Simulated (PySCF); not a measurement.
A calculated (PBE, PySCF 2.14, jorge-DZP-DKH, the spin-free X2C one-electron Hamiltonian (Gaussian nucleus)) atom or ion has these occupied shells.

```
shell  electrons  orbital energy (eV)  rms radius, mean of both spins (bohr)
 1s β          1              -7605.2                                 0.0650
 1s α          1              -7605.2                                 0.0650
 2s α          1              -917.98                                  0.277
 2s β          1              -916.45                                  0.277
 2p α          3              -789.09                                  0.249
 2p β          3              -787.94                                  0.249
 3s α          1              -122.79                                  0.833
 3s β          1              -119.25                                  0.833
 3p α          3              -85.809                                  0.899
 3p β          3              -82.344                                  0.899
 3d α          5              -28.299                                   1.15
 3d β          2              -25.901                                   1.15
```

(1) Name the element and its charge.

Results:

(1) Co(2+) (cobalt, charge +2), in [Ar] 3d7, high-spin 4F determinant.
